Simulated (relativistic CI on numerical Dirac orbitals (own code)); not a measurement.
Method of calculation: Dirac-Coulomb-Breit CI, orbitals from a KLI potential per configuration, model QED (radiative potential, 1s self-energy scaled to tabulated hydrogen-like ionisation energies), unscaled Slater integrals (own radial code, finite nucleus).

The strongest absorption lines from the ground level of an ion, among the configurations computed and to levels below about 1190 eV (vacuum wavelength in nm, gf): 1.0869 (0.11), 3.8246 (1.7), 3.9104 (0.54), 4.3246 (0.78), 4.7896 (0.1), 5.0360 (0.3), 5.2200 (0.93), 5.3701 (0.35).

(1) Which ion is it?
A. Eu XLV
B. Xe XXXVI
C. La XXXIX
D. La XXXVII

Results:

(1) C. La XXXIX has 19 electrons and the ground level 3s²3p⁶3d ²D3/2; the strongest line goes to 3s²3p⁵3d² ²D°3/2. The pattern of lines fixes the number of electrons, and along that sequence the line energies rise steadily with the charge (about as its square where n changes within one kind of shell, about linearly where n is kept but much faster in heavy ions where fine structure, which grows about as Z⁴, sets the gap, and irregularly where shells cross), which fixes Z. Configurations outside the model, such as inner-shell arrays, can give stronger lines. At this charge energies of transitions that change n are usually good to better than 1 %, and those within a shell (Δn = 0) to a few per cent.

LS names give the leading component of a level, which can be under half, so a name can repeat, a term be missing and a line seem to break the LS rules.
